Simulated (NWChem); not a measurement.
System: C₂H₅NOSi; SMILES C1[Si@@H](C=N1)O

Input file for NWChem:

```
start job
memory heap 200 mb stack 900 mb global 1100 mb
geometry units angstroms noautosym nocenter noautoz
  O      0.011996    -2.015197     0.453785
  Si     0.019565    -0.568563    -0.370822
  C      1.100437     0.916335     0.060211
  N      0.122251     1.757486     0.150668
  C     -1.118584     0.915080     0.040457
  H      0.006880    -1.963943     1.420278
  H      0.062663    -0.985163    -1.796395
  H      2.134557     1.258397     0.139249
  H     -1.805423     1.309044    -0.716897
  H     -1.647307     0.910210     0.999898
end
basis spherical
  * library 6-31g*
end
dft
  xc b3lyp
  iterations 150
end
cosmo
  do_cosmo_smd true
  solvent water
end
task dft energy
```

NWChem printed, in part:

```
             Northwest Computational Chemistry Package (NWChem) 7.3.0
             --------------------------------------------------------

                             Geometry "geometry" -> ""
                             -------------------------

 Output coordinates in angstroms (scale by  1.889725989 to convert to a.u.)

  No.       Tag          Charge          X              Y              Z
 ---- ---------------- ---------- -------------- -------------- --------------
    1 O                    8.0000     0.01199600    -2.01519700     0.45378500
    2 Si                  14.0000     0.01956500    -0.56856300    -0.37082200
    3 C                    6.0000     1.10043700     0.91633500     0.06021100
    4 N                    7.0000     0.12225100     1.75748600     0.15066800
    5 C                    6.0000    -1.11858400     0.91508000     0.04045700
    6 H                    1.0000     0.00688000    -1.96394300     1.42027800
    7 H                    1.0000     0.06266300    -0.98516300    -1.79639500
    8 H                    1.0000     2.13455700     1.25839700     0.13924900
    9 H                    1.0000    -1.80542300     1.30904400    -0.71689700
   10 H                    1.0000    -1.64730700     0.91021000     0.99989800

 Effective nuclear repulsion energy (a.u.)     219.2981714164

                                 NWChem DFT Module
                                 -----------------

 Summary of "ao basis" -> "ao basis" (spherical)
 ------------------------------------------------------------------------------
       Tag                 Description            Shells   Functions and Types
 ---------------- ------------------------------  ------  ---------------------
 O                           6-31g*                  6       14   3s2p1d
 Si                          6-31g*                  8       18   4s3p1d
 C                           6-31g*                  6       14   3s2p1d
 N                           6-31g*                  6       14   3s2p1d
 H                           6-31g*                  2        2   2s

 in cosmo_initialize ...
 calling solv_data for solv:h2o

 solvent parameters
 solvname_short: h2o
 solvname_long:  water
 dielec:       78.4000
 dielecinf:     1.7769
 aqueous SMD model solvent descriptors
 dielec:       78.4000
 sola:          0.8200

          ---------------
          -cosmo- solvent
          ---------------
 Cosmo: York-Karplus, doi: 10.1021/jp992097l
 dielectric constant -eps-     =  78.40
 screen = (eps-1)/(eps    )    =   0.98724
 surface charge correction     = lagrangian

   van der Waals surface
 --------------------------

 ---------- ATOMIC COORDINATES (A.U.) ------------ VDWR(ANG.) --
     1    0.02266915   -3.80817014    0.85752931     1.520
     2    0.03697249   -1.07442828   -0.70075197     2.470
     3    2.07952440    1.73162206    0.11378229     1.850
     4    0.23102089    3.32116697    0.28472124     1.890
     5   -2.11381726    1.72925046    0.07645264     1.850
     6    0.01300131   -3.71131413    2.68393625     1.200
     7    0.11841590   -1.86168812   -3.39469432     1.200
     8    4.03372784    2.37802551    0.26314245     1.200
     9   -3.41175476    2.47373447   -1.35473889     1.200
    10   -3.11295885    1.72004749    1.88953324     1.200
 number of segments per atom =        128
 number of   points per atom =        128
 atom (   nspa,  nppa )
 ----------------------
    1 (     44,     0 )       0
    2 (     79,     0 )       0
    3 (     42,     0 )       0
    4 (     62,     0 )       0
    5 (     40,     0 )       0
    6 (     60,     0 )       0
    7 (     30,     0 )       0
    8 (     54,     0 )       0
    9 (     55,     0 )       0
   10 (     54,     0 )       0
 number of -cosmo- surface points =      520
 molecular surface =    115.184 angstrom**2
 molecular volume  =    100.322 angstrom**3
 -lineq- algorithm             =   0
 -bem- low  level              =   3
 -bem- from -octahedral-
 gaussian surface charge width =   4.50000
 degree of switching           =   1.00000
 switching function tolerance  =   0.00010
 atomic radii =
 --------------
    1  8.000  1.520
    2 14.000  2.470
    3  6.000  1.850
    4  7.000  1.890
    5  6.000  1.850
    6  1.000  1.200
    7  1.000  1.200
    8  1.000  1.200
    9  1.000  1.200
   10  1.000  1.200
 ...... end of -cosmo- initialization ......

 nat:                    10
 ixmem:                  5529
 calling mnsol_interface()
 G(SMD-CDS) energy (kcal/mol)  =     2.797
 SMD-CDS SASA (angstrom**2)    =   141.125

            General Information
            -------------------
          SCF calculation type: DFT
          Wavefunction type:  closed shell.
          No. of atoms     :    10
          No. of electrons :    46
           Alpha electrons :    23
            Beta electrons :    23
          Charge           :     0
          Spin multiplicity:     1
          Use of symmetry is: off; symmetry adaption is: off
          Maximum number of iterations: 150
          AO basis - number of functions:    84
                     number of shells:    42
          Convergence on energy requested:  1.00D-06
          Convergence on density requested:  1.00D-05
          Convergence on gradient requested:  5.00D-04

              XC Information
              --------------
                         B3LYP Method XC Potential
                     Hartree-Fock (Exact) Exchange  0.200
                        Slater Exchange Functional  0.800 local
                    Becke 1988 Exchange Functional  0.720 non-local
              Lee-Yang-Parr Correlation Functional  0.810
                  VWN I RPA Correlation Functional  0.190 local

             Grid Information
             ----------------
          Grid used for XC integration:  medium
          Radial quadrature: Mura-Knowles
          Angular quadrature: Lebedev.
          Tag              B.-S. Rad. Rad. Pts. Rad. Cut. Ang. Pts.
          ---              ---------- --------- --------- ---------
          O                   0.60       49          10.0       434
          Si                  1.10       88           8.0       590
          C                   0.70       49           9.0       434
          N                   0.65       49          10.0       434
          H                   0.35       45          11.0       434
          Grid pruning is: on
          Number of quadrature shells:   509
          Spatial weights used:  Erf1

      Superposition of Atomic Density Guess
      -------------------------------------

 Sum of atomic energies:        -495.67706899

      Non-variational initial energy
      ------------------------------

 Total energy =    -498.058573
 1-e energy   =   -1116.770213
 2-e energy   =     399.413468
 HOMO         =      -0.265801
 LUMO         =      -0.035744

   convergence    iter        energy       DeltaE   RMS-Dens  Diis-err
 ---------------- ----- ----------------- --------- --------- ---------
     COSMO gas phase
 d= 0,ls=0.0,diis     1   -498.5861339507 -7.18D+02  1.41D-02  6.85D-01
 d= 0,ls=0.0,diis     2   -498.5267141471  5.94D-02  8.75D-03  1.34D+00
 d= 0,ls=0.0,diis     3   -498.6594083365 -1.33D-01  1.95D-03  6.84D-02
 d= 0,ls=0.0,diis     4   -498.6647870484 -5.38D-03  1.05D-03  1.71D-02
 d= 0,ls=0.0,diis     5   -498.6665739743 -1.79D-03  2.53D-04  8.94D-04
  Resetting Diis
 d= 0,ls=0.0,diis     6   -498.6666793136 -1.05D-04  5.06D-05  1.54D-05
 d= 0,ls=0.0,diis     7   -498.6666815082 -2.19D-06  1.56D-05  6.39D-07
 d= 0,ls=0.0,diis     8   -498.6666814958  1.25D-08  8.05D-06  8.18D-07

   convergence    iter        energy       DeltaE   RMS-Dens  Diis-err
 ---------------- ----- ----------------- --------- --------- ---------
     COSMO solvation phase
 d= 0,ls=0.0,diis     1   -498.6747762708 -8.09D-03  2.42D-03  6.77D-03
 d= 0,ls=0.0,diis     2   -498.6759889003 -1.21D-03  6.82D-04  5.67D-03
 d= 0,ls=0.0,diis     3   -498.6764115958 -4.23D-04  3.07D-04  1.76D-03
 d= 0,ls=0.0,diis     4   -498.6765984823 -1.87D-04  7.90D-05  9.24D-05
 d= 0,ls=0.0,diis     5   -498.6766074004 -8.92D-06  2.80D-05  1.74D-05
 d= 0,ls=0.0,diis     6   -498.6766090807 -1.68D-06  8.15D-06  5.15D-07
 d= 0,ls=0.0,diis     7   -498.6766091340 -5.33D-08  2.65D-06  7.83D-08

         Total DFT energy =     -498.676609133968
      One electron energy =    -1120.802729090435
           Coulomb energy =      452.015846674580
    Exchange-Corr. energy =      -49.209231499684
 Nuclear repulsion energy =      219.298171416359

             COSMO energy =        0.021333365212

 Numeric. integr. density =       46.000001575451

                                COSMO-SMD solvation results
                                ---------------------------

             internal energy in gas <Psi(g)|H|Psi(g)> =      -498.666681495760
         internal energy in solvent <Psi(s)|H|Psi(s)> =      -498.664551938021
                               delta internal energy  =         0.002129557739 (    1.34 kcal/mol)
   total free energy in solvent <Psi(s)|H+V/2|Psi(s)> =      -498.681066762472
 polarization energy contribution <Psi(s)|V/2|Psi(s)> =        -0.016514824451 (  -10.36 kcal/mol)
    total free energy in solvent including G(SMD-CDS) =      -498.676609133968
                       G(SMD-CDS) energy contribution =         0.004457628504 (    2.80 kcal/mol)
     1 M fixed-concentration free energy of solvation =        -0.009927638207 (   -6.23 kcal/mol)

                       DFT Final Molecular Orbital Analysis
                       ------------------------------------

 Vector   21  Occ=2.000000D+00  E=-3.085019D-01
              MO Center=  1.1D-01,  1.2D+00,  8.7D-02, r^2= 2.3D+00
   Bfn.  Coefficient  Atom+Function         Bfn.  Coefficient  Atom+Function
  ----- ------------  ---------------      ----- ------------  ---------------
    51      0.373751   4 N  pz               37      0.353940   3 C  pz
    55      0.257926   4 N  pz               41      0.239727   3 C  pz
    65     -0.207486   5 C  pz               84     -0.162285  10 H  s
    83     -0.154578  10 H  s                82      0.135844   9 H  s
    81      0.116253   9 H  s                69     -0.091610   5 C  pz

 Vector   22  Occ=2.000000D+00  E=-2.934202D-01
              MO Center= -1.5D-01,  5.1D-02,  3.7D-02, r^2= 3.2D+00
   Bfn.  Coefficient  Atom+Function         Bfn.  Coefficient  Atom+Function
  ----- ------------  ---------------      ----- ------------  ---------------
     3      0.308966   1 O  px               64     -0.274665   5 C  py
    21     -0.251417   2 Si px                7      0.248279   1 O  px
    36      0.222835   3 C  py               63      0.214942   5 C  px
    38     -0.203534   3 C  s                66      0.202219   5 C  s
    68     -0.192347   5 C  py               35      0.156899   3 C  px

 Vector   23  Occ=2.000000D+00  E=-2.412628D-01
              MO Center=  1.3D-01,  1.0D+00,  1.5D-02, r^2= 3.0D+00
   Bfn.  Coefficient  Atom+Function         Bfn.  Coefficient  Atom+Function
  ----- ------------  ---------------      ----- ------------  ---------------
    50      0.450926   4 N  py               54      0.352585   4 N  py
    52      0.236331   4 N  s                36     -0.219499   3 C  py
    24      0.218058   2 Si s                64     -0.209573   5 C  py
    78     -0.197347   7 H  s                22      0.195596   2 Si py
    20      0.168920   2 Si s                 4     -0.162306   1 O  py

 Vector   24  Occ=0.000000D+00  E=-3.265159D-02
              MO Center=  5.0D-01,  8.8D-01,  6.5D-02, r^2= 2.7D+00
   Bfn.  Coefficient  Atom+Function         Bfn.  Coefficient  Atom+Function
  ----- ------------  ---------------      ----- ------------  ---------------
    55      0.484621   4 N  pz               51      0.441141   4 N  pz
    41     -0.428510   3 C  pz               37     -0.356668   3 C  pz
    27     -0.296976   2 Si pz                6      0.240922   1 O  s
    78     -0.239039   7 H  s                26      0.204843   2 Si py
    23     -0.132680   2 Si pz               22      0.109548   2 Si py

 Vector   25  Occ=0.000000D+00  E= 4.622300D-02
              MO Center=  4.9D-01, -7.9D-01, -1.9D-01, r^2= 4.2D+00
   Bfn.  Coefficient  Atom+Function         Bfn.  Coefficient  Atom+Function
  ----- ------------  ---------------      ----- ------------  ---------------
    25      0.781239   2 Si px               66      0.602692   5 C  s
    26     -0.572640   2 Si py                6     -0.555573   1 O  s
    38     -0.470552   3 C  s                24      0.274964   2 Si s
    21      0.267904   2 Si px               76      0.242982   6 H  s
    27      0.228104   2 Si pz               84     -0.206487  10 H  s

 Vector   26  Occ=0.000000D+00  E= 5.022856D-02
              MO Center= -5.0D-01, -7.9D-01, -1.5D-01, r^2= 4.3D+00
   Bfn.  Coefficient  Atom+Function         Bfn.  Coefficient  Atom+Function
  ----- ------------  ---------------      ----- ------------  ---------------
    25      0.671362   2 Si px                6      0.634776   1 O  s
    26      0.634522   2 Si py               24     -0.453567   2 Si s
    66      0.453282   5 C  s                38     -0.412286   3 C  s
    76     -0.297859   6 H  s                78      0.284748   7 H  s
    52     -0.279480   4 N  s                41      0.272714   3 C  pz

     Multipole analysis of the density
     ---------------------------------

     L   x y z        total         alpha         beta         nuclear
     -   - - -        -----         -----         ----         -------
     0   0 0 0     -0.000000    -23.000000    -23.000000     46.000000

     1   1 0 0     -0.062938      0.093137      0.093137     -0.249211
     1   0 1 0     -0.457829      0.018659      0.018659     -0.495148
     1   0 0 1      0.616066      0.172361      0.172361      0.271344

     2   2 0 0    -24.492585    -57.630517    -57.630517     90.768449
     2   1 1 0     -0.182563      0.245106      0.245106     -0.672776
     2   1 0 1     -0.010236     -0.073928     -0.073928      0.137620
     2   0 2 0    -34.692640   -155.994057   -155.994057    277.295474
     2   0 1 1     -2.962728      3.571671      3.571671    -10.106069
     2   0 0 2    -24.263884    -30.952027    -30.952027     37.640171
```

Level: B3LYP/6-31G* (spherical d), SMD on the gas-phase geometry. All runs use the structure optimised with B3LYP/6-31G* (spherical d). Solvent: water.
